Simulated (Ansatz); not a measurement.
Geometry optimisation, RKS LDA/def2-SVP in Ansatz.

input.yaml

```yaml
crystal:
  periodic: [false, false, false]
  atoms:
    - { symbol: W, position_ang: [0.147856, 0.093326, 0.136143] }
    - { symbol: F, position_ang: [-0.901458, 0.5796, 1.581622] }
    - { symbol: O, position_ang: [1.876783, -0.515873, 0.481238] }
    - { symbol: H, position_ang: [2.16535, -1.342748, 0.009748] }
    - { symbol: H, position_ang: [0.6925, 1.63051, -0.296799] }
    - { symbol: H, position_ang: [-1.267934, -0.497401, -0.560095] }
    - { symbol: Cl, position_ang: [0.544179, -1.663659, -1.467934] }
    - { symbol: H, position_ang: [-0.339164, 0.735407, -1.344444] }
    - { symbol: Br, position_ang: [-1.273024, -2.594642, 2.353664] }
    - { symbol: H, position_ang: [-1.622689, -1.14672, 2.577256] }
basis:
  gaussian: { orbitals: def2-SVP }
hamiltonian:
  xc: lda
relax:
  f_tol: 0.03
  max_steps: 50
```

Run as:

```bash
$ ansatz run input.yaml --threads 4 --pin off --max-ram 5120MiB --backend cpu --events-out ev --progress --plain --runs-dir out
```

Where does it end, and by what steps?

The run converged. After 13 steps the energy has fallen by 0.340 eV; Br9 moved furthest, 0.86 Å. Joined: W1–Br9 (3.76 → 2.88 Å).

```json
{"step": "0", "energy less start (eV)": "0.0000", "largest force component (eV/Å)": "1.432", "accepted": "yes"}
{"step": "1", "energy less start (eV)": "-0.0992", "largest force component (eV/Å)": "0.249", "accepted": "yes"}
{"step": "2", "energy less start (eV)": "-0.1680", "largest force component (eV/Å)": "0.245", "accepted": "yes"}
{"step": "3", "energy less start (eV)": "-0.2377", "largest force component (eV/Å)": "0.208", "accepted": "yes"}
{"step": "4", "energy less start (eV)": "-0.2665", "largest force component (eV/Å)": "0.464", "accepted": "yes"}
{"step": "5", "energy less start (eV)": "-0.2903", "largest force component (eV/Å)": "0.302", "accepted": "yes"}
{"step": "6", "energy less start (eV)": "-0.3020", "largest force component (eV/Å)": "0.195", "accepted": "yes"}
{"step": "7", "energy less start (eV)": "-0.3239", "largest force component (eV/Å)": "0.176", "accepted": "yes"}
{"step": "8", "energy less start (eV)": "-0.3201", "largest force component (eV/Å)": "0.610", "accepted": "no"}
{"step": "9", "energy less start (eV)": "-0.3352", "largest force component (eV/Å)": "0.093", "accepted": "yes"}
{"step": "10", "energy less start (eV)": "-0.3387", "largest force component (eV/Å)": "0.126", "accepted": "yes"}
{"step": "11", "energy less start (eV)": "-0.3389", "largest force component (eV/Å)": "0.162", "accepted": "yes"}
{"step": "12", "energy less start (eV)": "-0.3401", "largest force component (eV/Å)": "0.067", "accepted": "yes"}
{"step": "13", "energy less start (eV)": "-0.3405", "largest force component (eV/Å)": "0.015", "accepted": "yes"}
```

```xyz
10
Properties=species:S:1:pos:R:3
W 0.065 0.082 0.200
F -1.002 0.928 1.456
O 1.800 -0.517 0.524
H 2.046 -1.378 0.080
H 0.689 1.609 -0.189
H -1.308 -0.438 -0.632
Cl 0.397 -1.941 -1.177
H -0.232 0.689 -1.341
Br -0.947 -2.181 1.675
H -1.487 -1.575 2.874
```

Time of the run: 37 s on 4 threads of Arm Neoverse N1, with other jobs on the host, peak memory 0.21 GiB.
